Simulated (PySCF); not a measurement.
Several molecules and their computed UV-vis stick spectra, shuffled. Method: TDDFT B3LYP/def2-SVPD, vertical, gas phase, core orbitals frozen in the response in PySCF. Geometries: PBE0-D3(BJ)/def2-SVP; one conformer of each isolated species. Triplets are in the Tamm–Dancoff approximation.

A. `CS/C=C/B`
B. `[SiH3]C[SiH]1CC=CC1`
C. `C=CC[SiH2]/C=C\[SiH3]`

Lowest singlet levels (six at most, fewer where fewer were computed) with oscillator strengths:

1. 4.40 eV (f 0.435); 5.30 eV (f 0.000); 5.43 eV (f 0.000); 5.61 eV (f 0.003); 6.02 eV (f 0.000); 6.44 eV (f 0.009); T1 2.86 eV
2. 4.84 eV (f 0.007); 5.62 eV (f 0.007); 6.21 eV (f 0.332); 6.33 eV (f 0.012); 6.54 eV (f 0.254); 6.71 eV (f 0.013); T1 3.91 eV
3. 6.27 eV (f 0.001); 6.54 eV (f 0.005); 6.61 eV (f 0.015); 6.86 eV (f 0.101); 6.91 eV (f 0.006); 7.10 eV (f 0.026)

Task: Which spectrum belongs to which structure?

Result: 1 = A, 2 = C, 3 = B.
- A: S1 at 4.40 eV, HOMO→LUMO (97%); Löwdin shares by element: HOMO sulfur 42%, carbon 37% or more, boron 8%; LUMO carbon 41% or more, boron 31%, sulfur 13% (atoms not listed hold the other 15%); HOMO -6.56 and LUMO -2.02 eV; point group Cs, 3 of its 6 listed states under f = 0.0005.
- B: S1 at 6.27 eV, HOMO→LUMO (41%), HOMO→LUMO+1 (30%), HOMO→LUMO+3 (18%); Löwdin shares by element: HOMO carbon 82% or more (atoms not listed hold the other 18%); LUMO carbon 39% or more, silicon 14% or more (atoms not listed hold the other 47%); HOMO -6.84 and LUMO 0.16 eV.
- C: S1 at 4.84 eV, HOMO→LUMO (99%); Löwdin shares by element: HOMO carbon 75% or more, silicon 7% or more (atoms not listed hold the other 18%); LUMO carbon 62% or more, silicon 18% (atoms not listed hold the other 20%); HOMO -6.91 and LUMO -1.34 eV.
